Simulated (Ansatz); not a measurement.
Correlation energies of C$_{3}$H$_{10}$OSi$_{2}$, SMILES `C=C[SiH](C)O[SiH3]` by basis set

Z-matrix (Å, degrees):
```
Si
C 1 1.857
O 1 1.642 2 108.9
C 1 1.858 2 111.5 3 120.2
H 1 1.492 2 109.0 3 -118.6
C 2 1.330 1 123.5 3 -3.1
H 2 1.090 1 118.6 3 177.0
Si 3 1.631 1 144.5 2 -86.8
H 4 1.093 1 110.6 2 58.7
H 4 1.092 1 110.9 2 178.6
H 4 1.093 1 110.6 2 -61.0
H 6 1.087 2 122.4 1 -179.8
H 6 1.087 2 121.6 1 0.1
H 8 1.487 3 110.7 1 -17.6
H 8 1.484 3 109.0 1 -138.0
H 8 1.487 3 109.8 1 102.6
```

Charge 0, multiplicity 1. All single points use the PBE0-D4/def2-TZVP geometry. It is one conformer, not always the lowest. Frozen core, restricted reference, the Gaussian-basis code of Ansatz. CBS rows extrapolate triple and quadruple zeta; past MP2 they add the triple-zeta difference.

```csv
basis,HF (Eh),MP2 corr.
def2-SVP,-771.90820,-0.78664
def2-TZVPP,-772.35126,-0.98084
def2-QZVPP,-772.37942,-1.05042
```

Q: Estimate the CCSD correlation energy and the (T) correction in each basis where they were run (hartree).

A: 
```tsv
basis	CCSD corr.	(T)
def2-SVP	-0.86229	-0.02477
def2-TZVPP	-1.04640	-0.04085
CBS(def2)	-1.16752	as TZ
```
